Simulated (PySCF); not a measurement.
**Polarisability and C₆ of Tl (thallium, neutral)**

[Xe] 4f14 5d10 6s2 6p1, 2P determinant. All numbers are calculated (PySCF 2.14, a scalar-relativistic core potential, in aug-cc-pwCVTZ-PP with ECP60MDF (8s7p6d4f1g, 96 functions)). Coupled (time-dependent) response in atomic units; α is the mean over directions.

```
method  mean α (bohr³)         α xx, yy, zz  C₆ (like pair)  S(−4)
   UHF           76.91  56.38, 118.0, 56.38           838.8   3906
   PBE           85.19  58.41, 138.8, 58.41           886.9   6207
  PBE0           78.62  55.41, 125.1, 55.41           824.2   4759
```

S(−4) is the Cauchy moment in α(ω) = α(0) + S(−4) ω² + …

Reference α: 50 ± 2 bohr³ (recommended; Schwerdtfeger and Nagle, table of static dipole polarizabilities (2023 update)). Published C₆: 509.0 (Gould and Bucko (2016)).

Spin-orbit coupling is absent.

α(iu) at UHF:

```tsv
u (hartree)	α(iu) (bohr³)
0	76.91
0.0500	68.79
0.100	54.66
0.200	34.55
0.300	23.83
0.500	13.85
0.750	8.789
1.00	6.338
1.50	3.936
2.00	2.738
3.00	1.556
5.00	0.6920
```

The components differ because the open shell of this determinant is not spherical; for a pure term their mean is the scalar polarisability.

Energies and moments cover only the electrons outside the core potential. Spin-orbit coupling, absent here, splits the open shell strongly.
